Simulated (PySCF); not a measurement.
Computed with PBE0/pcSseg-1 in PySCF (dipole) on a GFN2-xTB geometry, gas phase. One conformer each; commonest isotopes, rigid rotors.

Species:
1. `[CH3:1][CH2:2][C:3]1=[CH:4][SiH2:5][CH:6]=[CH:7][O:8][CH2:9]1` with C1–C2–C3–C4 -109°, C3–C4–Si5–C6 -42°, C4–Si5–C6–C7 24°, C6–C7–O8–C9 11°, C7–O8–C9–C3 -79°
2. `[F:1][c:2]1[cH:3][cH:4][cH:5][c:6](-[n:7]2[n:8][cH:9][cH:10][n:11]2)[cH:12]1` with C5–C6–N7–N8 180°
3. `[CH3:1][N:2]([CH3:3])[Si@H:4]([SiH3:5])[SiH2:6][SiH3:7]` with C1–N2–Si4–Si5 -75°, N2–Si4–Si6–Si7 -34°

Rotational constants (MHz) and dipole components (D):

```
set     A      B      C    μa    μb    μc
  P  1486  685.4  529.6  0.30  1.10  0.20
  Q  2158   1099  837.0  0.93  0.09  0.27
  R  2471  595.6  479.9  1.40  1.09  0.00
```

Question: Match each set to its species.

Answer: P = 3, Q = 1, R = 2.

- 1 (set Q): mass 140.1 u, 9 heavy atoms, longest extent 7.0 Å, C1, asymmetric top, Ia, Ib, Ic = 234.2, 459.9, 603.8 u·Å².
- 2 (set R): mass 163.1 u, 12 heavy atoms, longest extent 8.1 Å, Cs, asymmetric top, Ia, Ib, Ic = 204.5, 848.5, 1053.1 u·Å².
- 3 (set P): mass 165.0 u, 7 heavy atoms, longest extent 8.2 Å, C1, asymmetric top, Ia, Ib, Ic = 340.1, 737.4, 954.3 u·Å².

Each constant is 505379 MHz·u·Å² over a principal moment. Point groups hold within 0.08 Å; constants that symmetry makes equal can differ a little in the computed geometry, and forbidden dipole components can keep a residue. No structure here is proved a minimum.
